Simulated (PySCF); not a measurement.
Compound: C6H10O2 (charge -1 and doublet state).
Z-matrix (Å and degrees, GFN2-xTB geometry), rows numbered from 1:
```
C 
C   1  1.3656
C   2  1.4848  1  124.32
C   3  1.5442  2  111.36  1  -102.45
C   4  1.5486  3  113.06  2  -179.51
C   5  1.4873  4  111.81  3   178.93
O   6  1.2585  5  127.85  4   -86.66
O   6  1.4218  5  112.35  4    84.39
H   1  1.0775  2  121.39  3    -5.97
H   1  1.0782  2  121.80  3   173.93
H   2  1.0836  1  119.09  3  -172.82
H   3  1.0986  2  110.98  1   137.56
H   3  1.0942  2  110.04  1    18.07
H   4  1.0916  3  108.98  2    59.31
H   4  1.0924  3  109.30  2   -58.46
H   5  1.0940  4  108.55  3    58.43
H   5  1.0944  4  108.52  3   -60.30
H   8  0.9637  6  105.05  5  -169.73
```

The hyperfine couplings belong to this conformer and change with its torsions.

The species is `C=CCCC[C]([O-])O` [radical] (charge -1).

Level of theory: PySCF 2.14.0, UKS B3LYP, pcH-1 on C H O, non-relativistic, mean-field spin-orbit, GIAO. Whether the extra electron is bound in the gas phase wasn't checked; a finite basis holds it in any case. A GFN2-xTB geometry isn't a minimum of the functional, and hyperfine couplings can be far from their values at a DFT geometry, by a factor of two or more for some ions and for spin on atoms past the first row. Stability of the SCF solution: not tested.

(1) Break the g tensor into its mass correction, gauge correction and orbital-Zeeman/spin–orbit terms.

(2) Average each term over the three axes. Which is largest in size?

(3) What effective moment and Curie constant follow for a powder?

(4) What are the electron Larmor frequencies g μB B/h along the three axes at 3350 mT?

(5) In a frozen sample, at which fields do the three g values resonate at 9.5, 34, 94 and 263 GHz (hyperfine left aside), and which band first spreads them over more than twice a line width of 0.3 mT?

Results:

(1) 
```csv
Δg (ppm),1,2,3
relativistic mass correction,-194,-194,-194
gauge correction,18,23,22
orbital Zeeman/spin–orbit,210,725,1351
total,34,554,1179
```

So g = 2.00235, 2.00287, 2.00350 and g_iso = 2.00291; the tensor is rhombic: the two nearest values differ by 45 % of g3 − g1. Axes: g2 points within 15° of the C6–O7 bond.

(2) The orbital-Zeeman/spin–orbit term 762, the mass correction -194 and the gauge correction 21 ppm, for a total of 589 ppm. The orbital-Zeeman/spin–orbit term is the largest in size. The mass correction is the same along every axis, so the anisotropy comes from the other two: their spans along these axes are 5 (gauge) and 1141 ppm (orbital Zeeman/spin–orbit).

(3) With the mean of g² = 4.0116 and S(S+1) = 0.75: μ_eff = √(⟨g²⟩S(S+1)) = 1.735 μB and χT = 0.12505·⟨g²⟩·S(S+1) = 0.376 cm³ K/mol (cgs; spin-Hamiltonian part alone).

(4) 93.8852, 93.9096, 93.9389 GHz for g1, g2 and g3, a range of 53.7 MHz.

(5) 
```csv
band,GHz,B(g3) mT,B(g2) mT,B(g1) mT,spread mT
X,9.5,338.78,338.89,338.98,0.19
Q,34.0,1212.49,1212.87,1213.18,0.69
W,94.0,3352.18,3353.23,3354.10,1.92
J,263.0,9378.97,9381.90,9384.34,5.37
```

The spread grows in proportion to the frequency. Q band is the first where it exceeds 0.6 mT.

The largest Mulliken spin populations are on C6 (+0.34), C1 (+0.28), C2 (+0.17) and O7 (+0.14). Three atoms exceed +0.15.

The HOMO–LUMO gaps are 1.23 eV among the α and 6.69 eV among the β orbitals.

Time: 81 s of wall time (grids of density and orbitals included); peak memory 0.98 GiB. Hardware: an Arm Neoverse V2 with one thread, no GPU, on a shared host.
